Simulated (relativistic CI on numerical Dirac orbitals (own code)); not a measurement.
**What each ingredient does to the levels of Ho XXVIII**

Base calculation: Dirac-Coulomb-Breit CI, orbitals from a KLI potential per configuration, model QED, unscaled Slater integrals.

CI space (outside the closed core [Ar] 3d10): 4s2.4p6.4d4, 4s2.4p5.4d5, 4s2.4p6.4d3.4f, 4s.4p6.4d5, 4s.4p6.4d4.4f, 4s2.4p6.4d3.5s, 4s2.4p6.4d3.5d, 4s2.4p6.4d3.6s, 4p6.4d6, 4p5.4d7, 4s2.4p6.4d2.5s2, 4s2.4p6.4d.4f.5s2, 4s.4p6.4d2.4f.5s2, 4s2.4p6.4d.5s2.5d, 4p6.4d5.5s, 4p5.4d6.5s. Double excitations out of closed p, d and f shells are left out; levels of such configurations are missing from the list, as are those of other unlisted configurations, and high levels can miss mixing partners.

Variants: (1) valence Slater integrals scaled by 0.9; (2) Breit term removed; (3) one mean potential for all configurations. Shifts of the energy above 4s2.4p6.4d4 3P_0, in cm⁻¹, for the lowest level and the first level of each name with at least 55 % of one term (blank where a level changes its place among those of its configuration and J or its character, or is not in the variant):

```csv
Level,Base,Δ(1),Δ(2),Δ(3)
4s2.4p6.4d4 3P_0,0,0,0,0
4s2.4p6.4d4 5D_1,56442,+2265,+1938,+3
4s2.4p6.4d4 5D_2,86085,+1279,+2680,+4
4s2.4p6.4d4 5D_0,140760,+1267,+3599,+5
4s2.4p6.4d4 3H_5,169015,-1545,+4628,+5
4s2.4p6.4d4 3H_6,178804,-2445,+5105,+6
4s2.4p6.4d4 3G_4,189417,-3069,+4623,+5
4s2.4p6.4d4 3D_1,253706,-2321,+5563,+7
4s2.4p6.4d4 3G_5,254863,-1929,+6607,+8
4s2.4p6.4d4 1I_6,260053,-2754,+6866,+8
4s2.4p6.4d4 3P_2,263434,-8435,+4614,+5
4s2.4p6.4d4 1G_4,328073,-8994,+6331,+8
4s2.4p6.4d4 1D_2,334076,-8522,+6292,+7
4s2.4p5.4d5 5P°_1,1187252,+12081,+7076,-199
4s2.4p5.4d5 5H°_7,1208222,+9544,+8416,-197
```

At this charge energies of transitions that change n are usually good to better than 1 %, and those within a shell (Δn = 0) to a few per cent. Terms inside the open d or f shell come out 10 to 20 % too wide with unscaled integrals.

Ionisation energy from the two ground configurations alone: base 984.555 eV; Breit term removed 985.099 eV. The NIST ASD value (theoretical) is 985 eV.

LS names give the leading component of a level, which can be under half, so a name can repeat, a term be missing and a line seem to break the LS rules.
